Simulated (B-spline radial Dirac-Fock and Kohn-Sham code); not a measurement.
# Relativistic shifts of the levels of Dy⁵²⁺

System: dysprosium as Dy⁵²⁺, [Ne] 3s2 3p2.

Both columns are ΔSCF binding energies of the configuration average from an atomic code on a B-spline grid: non-relativistic Hartree-Fock with a point nucleus, and Dirac-Fock with a finite nucleus and the Coulomb interaction alone, averaged over the two j levels with weights 2j+1.

| shell | Hartree-Fock (eV) | Dirac-Fock (eV) | shift (eV) | shift (%) |
| --- | --- | --- | --- | --- |
| 1s | 54419.6 | 57911.3 | +3491.72 | +6.42 |
| 2s | 11792.0 | 12758.6 | +966.60 | +8.20 |
| 2p | 11430.1 | 11778.5 | +348.43 | +3.05 |
| 3s | 4800.6 | 5096.7 | +296.09 | +6.17 |
| 3p | 4683.6 | 4816.3 | +132.72 | +2.83 |

Relativity binds 1s, 2s, 2p, 3s, 3p more strongly, among those listed most of all 2s in relative terms.

Values without a named source are computed, but for edge energies of neutral atoms, which are taken from tables.
